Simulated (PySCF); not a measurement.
**Working with the constants of KF**

RHF-CCSD(T) constants of KF, ¹Σ⁺ (singlet), closed shell (PySCF, no relativity, basis sets K def2-SVPD, F def2-SVPD; masses 38.9637 and 18.9984 u):

* ωe: 410.0 cm⁻¹
* ωexe: 2.36 cm⁻¹
* Be: 0.26104 cm⁻¹
* αe: 0.00227 cm⁻¹
* D (centrifugal): 4.23e-07 cm⁻¹
* De to K + F: 4.98 eV

**Question.** Estimate the standard entropy (1 bar) and heat capacity of the ideal gas at 500 K, rigid rotor with B0 and harmonic oscillator at the fundamental.

**Answer.** Translation (Sackur–Tetrode, M = 57.96 u): 170.2 J/(mol K). Rotation: q = kT/(σB0) = 1340 with σ = 1, 68.2. Vibration: x = hcν0/kT = 1.17, 7.49. S° = 245.9 J/(mol K); Cp = 7R/2 + 7.43 = 36.5 J/(mol K).

Correlated steps freeze 6 core orbitals. Correlated levels converge slowly with the basis: in double zeta they bind strong bonds too weakly, by up to about 1 eV, and carry superposition errors of some tenths. Where the molecule has an RHF reference, its open-shell atoms are computed with UHF.
